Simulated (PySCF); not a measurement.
## Frontier orbitals and the lowest excitations

Compound: C₄H₉OPS.
Geometry (GFN2-xTB, Å), atoms numbered from 1 in this order:
```
atom  x, y, z in Å
C1     2.2818   -0.0212   -0.2163
C2     1.0062   -0.7479   -0.4830
O3     0.8624   -1.6963   -1.2031
P4    -0.4440   -0.1717    0.5713
C5    -1.8617   -1.0617   -0.1687
C6    -0.7216    1.5980    0.1435
S7    -0.1253   -0.5127    2.4578
H8     2.2637    0.9258   -0.7568
H9     2.3518    0.1953    0.8497
H10    3.1395   -0.6028   -0.5464
H11   -2.7587   -0.8087    0.3968
H12   -1.9829   -0.7964   -1.2167
H13   -1.6708   -2.1311   -0.0804
H14   -0.8038    1.7375   -0.9323
H15    0.1001    2.1913    0.5415
H16   -1.6442    1.9115    0.6316
```

Level of theory: TDDFT PBE0/def2-SVPD, vertical, gas phase, core orbitals frozen in the response (PySCF).

Frontier orbitals with the atoms that hold most of them (Löwdin shares over 4%, at most four atoms; ? is withheld):

```tsv
orbital	ε (eV)	atoms
HOMO-3	-9.98	S7 53%, P4 20%, C6 7%, C5 6%
HOMO-2	-8.17	O3 42%, S7 19%, P4 15%, C2 10%
HOMO-1	-6.68	?
HOMO	?	?
LUMO	-1.61	C2 37%, O3 32%, S7 8%, C1 7%
LUMO+1	0.21	C6 16%, H14 10%, S7 10%, C1 9%
LUMO+2	0.91	S7 27%, P4 18%, C6 14%, H14 8%
```

(1) Give the leading atoms of the HOMO.

(2) Which atoms hold the HOMO-1, and with what shares?

(3) What is the HOMO energy, and the HOMO–LUMO gap?

## Answers

(1) S7 (bonded to P) 61%; P4 (bonded to 3 C and S) 13%; O3 (bonded to C) 11%; C2 (bonded to C, O and P) 7%.

(2) S7 (bonded to P) 74%; P4 (bonded to 3 C and S) 14%; C5 (bonded to P and 3 H) 5%.

(3) ε(HOMO) = -6.50 eV; the gap is 4.89 eV (0.1797 hartree).

**Question.** The HOMO–LUMO gap is 4.89 eV. Where does the response calculation put the lowest singlet, and from which orbitals?

**Answer.** S1 is at 3.44 eV (f = 0.015), 1.46 eV below the gap, made of HOMO→LUMO (86%), HOMO-2→LUMO (11%). Without the coupling terms of the response equations the lowest excitation would equal the gap.

**Question.** One configuration dominates each of S1, S2, S3, S4 and S5. Which, and how do the shares of the two leading atoms of either orbital change from the occupied to the empty one?

**Answer.** 
- S1 (3.44 eV, f 0.015), HOMO→LUMO (86%): S7 61% → 8%, P4 13% → at most 7%, C2 7% → 37%, O3 11% → 32%
- S2 (3.90 eV, f 0.0018), HOMO-1→LUMO (98%): S7 74% → 8%, P4 14% → at most 7%, C2 at most 4% → 37%, O3 at most 4% → 32%
- S3 (4.73 eV, f 0.011), HOMO-2→LUMO (87%): O3 42% → 32%, S7 19% → 8%, C2 10% → 37%
- S4 (5.74 eV, f 0.018), HOMO→LUMO+1 (95%): S7 61% → 10%, P4 13% → at most 9%, C6 at most 7% → 16%, H14 at most 7% → 10%
- S5 (5.91 eV, f 0.039), HOMO-1→LUMO+1 (94%): S7 74% → 10%, P4 14% → at most 9%, C6 at most 4% → 16%, H14 at most 4% → 10%

Time: 38 s wall; peak memory 0.91 GiB. Hardware: an Arm Neoverse V1 with one thread (shared host).

One conformer stands for the species.
